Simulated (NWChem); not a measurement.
CH₅F₂NSi; SMILES [SiH](NC)(F)F

```xyz
10

Si    -0.0062     0.5361    -0.3462
F      0.9351     1.6735     0.3420
F     -1.5086     0.5828     0.2866
N      0.6829    -0.9808     0.0348
C     -0.0112    -2.2580     0.0573
H     -0.1657     0.9232    -1.7768
H      1.6843    -1.0206     0.2346
H     -1.1018    -2.0903    -0.0437
H      0.1397    -2.7933     1.0203
H      0.3002    -2.9433    -0.7640
```
Atoms are numbered in this order, from 1.

Program: NWChem. Pople sets run with spherical d functions. Geometry: optimised at PBE-D3(BJ)/def2-SVP. Level: M05-2X/6-31G* with SMD (1 M gas to 1 M solution), gas-phase geometry. Reactions with the solvent are ignored.

For solvent benzene:

solvation free energy (kcal/mol): -2.8
dipole in solution (D): 2.90

Estimate the same quantities for solvent dichloromethane.

solvation free energy (kcal/mol): -4.3
dipole in solution (D): 3.08
